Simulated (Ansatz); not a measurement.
`C[SiH2][Al]([F])[Cl]` and `C[S][Al]([F])[Cl]` differ in one atom or group.

Ansatz, PBE0-D4/def2-TZVP geometries, multiplicity 1. Each molecule was computed in one conformer, which needn't be the lowest.

```
                                        property  `C[SiH2][Al]([F])[Cl]`
             HOMO energy (B3LYP/def2-TZVPP) / eV                   -7.91
             HOMO–LUMO gap (PBE/def2-TZVPP) / eV                    4.75
         HOMO–LUMO gap (ωB97M-V/def2-TZVPP) / eV                   10.31
               HOMO energy (PBE/def2-TZVPP) / eV                   -6.96
  size of the dipole moment (PBE/def2-TZVPP) / D                    2.39
size of the dipole moment (B3LYP/def2-TZVPP) / D                    2.39
```

(1) Give the same properties after the change, and the shifts. (Estimate.)

## Answers

(1) Ansatz gave: 
```
                                        property  `C[S][Al]([F])[Cl]`  shift
             HOMO energy (B3LYP/def2-TZVPP) / eV                -7.35   0.56
             HOMO–LUMO gap (PBE/def2-TZVPP) / eV                 4.64  -0.11
         HOMO–LUMO gap (ωB97M-V/def2-TZVPP) / eV                10.53   0.22
               HOMO energy (PBE/def2-TZVPP) / eV                -6.40   0.56
  size of the dipole moment (PBE/def2-TZVPP) / D                 1.95  -0.44
size of the dipole moment (B3LYP/def2-TZVPP) / D                 1.94  -0.45
```

With PBE0 the HOMO rises by 0.50 eV and the LUMO rises by 0.57 eV, so the gap widens by about 0.07 eV. PBE moves the HOMO by 0.56 eV and ωB97M-V by 0.34 eV. Dipoles are sizes alone; their direction can turn.

B3LYP here is the variant with VWN-RPA as its local correlation; programs differ in this.
